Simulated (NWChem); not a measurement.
**Basis-set dependence for HAs**

```xyz
2

As     0.0000     0.0000     0.0451
H      0.0000     0.0000    -1.4893
```
Charge 0, spin multiplicity 3.

Program: NWChem. The geometry was optimised at UPBE0/def2-SVP, a minimum by its harmonic frequencies.

Hartree-Fock energies in Ha, correlation energies in mHa.

The Hamiltonian is non-relativistic. The correlated methods keep 9 core orbitals frozen. This spin state was chosen for the runs; another may lie lower. The structure started from a generated list of species. The unpaired electrons of the parent sit in orbitals of symmetry b1 and b2 (C2v labels of the run); other states weren't searched. The stability of the SCF solutions was not checked. Open-shell Hartree-Fock references start from PBE0 orbitals. Coupled-cluster values serve here as a point of comparison, not as the truth.

```csv
basis,functions,UHF,UMP2,SCS-UMP2,CCSD on ROHF,CCSD[T] on ROHF,CCSD(T) on ROHF,CCSD on UHF,CCSD[T] on UHF,CCSD(T) on UHF,CCSDT on ROHF
3-21G,24,-2223.98729,-29.0,-31.8,-42.8,-43.1,-43.1,-40.2,-40.4,-40.4,-43.1
def2-SVP,37,-2234.48532,-197.6,-184.2,-213.7,-218.9,-218.6,-208.3,-213.3,-212.9,-218.7
def2-TZVP,54,-2234.76395,-218.2,-203.9,-236.8,-244.8,-244.4,-230.9,-238.6,-238.0,not run
def2-QZVP,105,-2234.80944,-282.6,-263.7,not run,not run,not run,not run,not run,not run,not run
```

From def2-TZVP to def2-QZVP the Hartree-Fock energy moves by -45.5 mHa and the UMP2 correlation energy by -64.4 mHa, which is 23 % of its value in the larger set.
